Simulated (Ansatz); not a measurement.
A nudged elastic band was laid between two geometries of BrH + F2H4OSi2 (11 atoms, charge 0, multiplicity 1).

Theory: Ansatz, RKS PBE-D4/def2-SVP.

```yaml
movable_images: 5
climbing_image: yes
spring: 5.0 eV/Å²
optimiser: quadratic models (default)
start_path: through a guess of the saddle point
force_threshold: 0.03 eV/Å
iteration_limit: 60
end_points: relaxed
```

Initial state:

```xyz
11
Properties=species:S:1:pos:R:3
Si -0.241 0.332 -0.058
O -0.591 -0.644 1.227
Si -1.360 -0.525 2.744
H -1.752 -1.912 3.141
H -0.414 0.077 3.737
H -2.574 0.347 2.592
F 1.204 -0.133 -0.622
F -0.109 1.863 0.466
H -1.252 0.255 -1.138
Br 1.824 -2.741 2.370
H 0.957 -1.879 1.597
```

Final state:

```xyz
11
Properties=species:S:1:pos:R:3
Si 0.032 -0.390 -0.549
O 0.322 -0.148 2.405
Si -1.146 -0.333 3.229
H -1.937 -1.513 2.729
H -0.898 -0.532 4.703
H -1.907 0.937 3.014
F 1.204 0.674 -0.218
F -1.372 0.055 0.136
H -0.182 -0.403 -2.020
Br 0.613 -2.438 0.087
H 0.963 -0.868 2.541
```

**Question.** Which bonds break or form, and what moves?

**Answer.** Bonds broken: Si1–O2, Br10–H11. Bonds formed: Si1–Br10, O2–H11. BrH + F2H4OSi2 becomes BrF2HSi + H4OSi.

**Question.** What energy profile does the band end with?

**Answer.** It converged. The highest image is number 4 of 0 to 6, 13.1 kcal/mol above the first end and 6.2 kcal/mol above the last; the last end lies 7.0 kcal/mol above the first. The profile has 2 maxima (images 1, 4) with wells between them (image 2): this band takes more than one step, which may be the mechanism or a detour left from its start path. A vibrational analysis at the climbing image gives one clearly imaginary mode, 78i cm⁻¹: a first-order saddle point. The orbitals stay closed-shell, which can raise the energy where a bond breaks towards radicals; this wasn't checked here.

| image | path coordinate (Å) | energy (kcal/mol) | Si1–O2 (Å) | Br10–H11 (Å) | Si1–Br10 (Å) |
| --- | --- | --- | --- | --- | --- |
| 0 | 0.00 | 0.0 | 1.65 | 1.45 | 4.43 |
| 1 | 1.99 | 0.5 | 1.65 | 1.45 | 4.40 |
| 2 | 3.98 | 0.0 | 1.66 | 1.45 | 4.43 |
| 3 | 5.98 | 0.3 | 1.66 | 1.45 | 3.78 |
| 4 | 7.97 | 13.1 | 1.95 | 2.36 | 2.37 |
| 5 | 9.97 | 11.1 | 1.99 | 2.43 | 2.34 |
| 6 | 11.97 | 7.0 | 2.98 | 2.93 | 2.22 |

**Question.** What is the geometry of the highest image?

**Answer.** 
```xyz
11
Properties=species:S:1:pos:R:3:forces:R:3
Si 0.179 -0.362 0.053 0.00 -0.01 0.02
O -0.216 -1.031 1.835 -0.02 0.00 0.01
Si -1.401 -0.277 2.901 -0.01 0.00 -0.01
H -2.763 -0.500 2.340 0.00 0.00 0.00
H -1.209 -1.076 4.158 0.00 0.00 0.00
H -1.053 1.152 3.147 0.00 0.00 0.00
F 0.969 0.874 -0.680 -0.01 0.00 -0.02
F -1.122 0.623 0.505 0.00 0.03 0.00
H -0.459 -1.320 -0.883 0.00 0.00 0.00
Br 2.219 -1.478 0.507 0.02 0.00 0.00
H 0.546 -1.566 2.172 0.02 -0.01 -0.01
```

The run took 5.9 min on 4 threads of Arm Neoverse V1, with other jobs on the host, peak memory 0.21 GiB.
